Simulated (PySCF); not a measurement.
Continuum solvent and chemical shifts

Mapped SMILES: `[CH3:1][C:2](=[S:3])[c:4]1[cH:5][cH:6][c:7]([OH:8])[cH:9][cH:10]1`. Hydrogens are named by the atom that carries them.

GIAO PBE0/pcSseg-1 in PySCF 2.14 on one PBE0-D3(BJ)/def2-SVP conformer, non-relativistic, equivalent nuclei averaged. Solvents enter as an IEF-PCM continuum (chloroform with ε = 4.7, acetonitrile with ε = 35.7) around the gas-phase geometry. Shifts are referred to TMS, CS2 computed in the same medium.

In chloroform, δ in ppm: C2 250.7, C7 169.0, C4 138.9, C5/C10 137.8, C6/C9 119.0, C1 40.4, S3 744.4, H(C5)/H(C10) 8.57, H(C6)/H(C9) 6.99, H(O8) 5.27, H(C1) 3.26. Dipole moment 4.46 D.

Problem. How does each δ change in the more polar medium?

Solution. 
```json
{"atoms": "C2", "environment": "thiocarbonyl carbon", "Δδ, acetonitrile": "+1.7"}
{"atoms": "C7", "environment": "aromatic carbon bearing oxygen", "Δδ, acetonitrile": "+1.1"}
{"atoms": "C4", "environment": "substituted aromatic carbon", "Δδ, acetonitrile": "+0.3"}
{"atoms": "C5/C10", "environment": "aromatic CH", "Δδ, acetonitrile": "+0.6"}
{"atoms": "C6/C9", "environment": "aromatic CH", "Δδ, acetonitrile": "+0.8"}
{"atoms": "C1", "environment": "methyl carbon", "Δδ, acetonitrile": "+0.9"}
{"atoms": "S3", "environment": "thione sulfur", "Δδ, acetonitrile": "-49.9"}
{"atoms": "H(C5)/H(C10)", "environment": "hydrogen on an aromatic CH", "Δδ, acetonitrile": "+0.05"}
{"atoms": "H(C6)/H(C9)", "environment": "hydrogen on an aromatic CH", "Δδ, acetonitrile": "+0.11"}
{"atoms": "H(O8)", "environment": "hydrogen on a phenol-type oxygen", "Δδ, acetonitrile": "+0.40"}
{"atoms": "H(C1)", "environment": "hydrogen on a methyl carbon", "Δδ, acetonitrile": "+0.05"}
```

Changes are relative to chloroform. The dipole moment becomes 5.01 D in acetonitrile.

Problem. Which nuclei move most (in ppm), and what does the model miss?

Solution. S3 (thione sulfur, -49.9 ppm) in acetonitrile. A continuum only polarises the solute; specific hydrogen bonds, the anisotropy of aromatic solvents and changes of geometry or conformer are outside it.
